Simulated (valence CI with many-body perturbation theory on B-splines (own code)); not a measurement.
**Questions on Bi51+**

Method: configuration interaction combined with many-body perturbation theory (CI+MBPT): four valence electrons over a frozen Dirac-Fock core [Ar] 3d10, radial functions for each j: 11 s, 11 p, 9 d, 7 f, 5 g, 2 h, 1 i, with the one-electron correlation potential Σ1 (screened to all orders), the two-electron term Σ2, the three-electron term Σ3, Breit, model QED; selected single and double excitations, second order for the rest (own B-spline code, finite nucleus).

The last digits are not significant, and no measured levels were compared; by estimate large intervals hold to a few tenths of a per cent, small ones and those within an open d or f shell to about a per cent.

Levels are named by their leading jj configuration (3d3/2^4 stands for four electrons in 3d with j = 3/2), which in mixed levels can hold well under half, so a name can repeat and another be missing.

Rates and lifetimes use the calculated energies. Strong lines usually hold to 10 to 20 %, long lifetimes can be off by a factor of two.

Problem. What is the ground level?

Solution. (4s^2 4p1/2^2) J=0, composition 69 % 4s²4p² ³P + 31 % 4s²4p² ¹S.

Problem. How well does LS coupling describe the low levels?

Solution. Among the lowest 20 levels the leading LS term, summed over configurations, holds 59 % on average. For single configurations the figures are 58 % in LS and 97 % in jj coupling. Terms mix most in the J = 2 level at 3904.8 × 10³ cm⁻¹, where the leading one holds 30 %.

Problem. What are the static dipole polarisabilities of the lowest levels?

Solution. (4s^2 4p1/2^2) J=0 0.0152 bohr³, of which the core gives 0.00117.

Problem. Where does the other parity begin?

Solution. At (4s 4p1/2^2 4p3/2) J=2, 2364.5 × 10³ cm⁻¹.

Problem. What is the ionisation energy?

Solution. 3080.3 eV; NIST lists 3078 ± 4 eV (theoretical).

Problem. Name the longest-lived excited levels whose lifetime is computed, and their main decay.

Solution. (4s^2 4p1/2 4p3/2) J=2 at 1435.4 × 10³ cm⁻¹ lives 582 ns, mostly by E2 to (4s^2 4p1/2^2) J=0; (4s^2 4p1/2 4p3/2) J=1 at 1394.8 × 10³ cm⁻¹ lives 30.7 ns, mostly by M1 to (4s^2 4p1/2^2) J=0; (4s^2 4p3/2 4d5/2) J=4 at 4641.1 × 10³ cm⁻¹ lives 26.0 ns, mostly by M1 to (4s^2 4p1/2 4d5/2) J=3.

Problem. Among levels below 5984.4 × 10³ cm⁻¹, which E1 lines absorb most strongly from the ground level?

Solution. to (4s^2 4p1/2 4d3/2) J=1 at 3.261 nm, f = 1.74; to (4s 4p1/2^2 4p3/2) J=1 at 3.994 nm, f = 0.609; to (4s 4p1/2 4p3/2^2) J=1 at 2.541 nm, f = 0.00173.
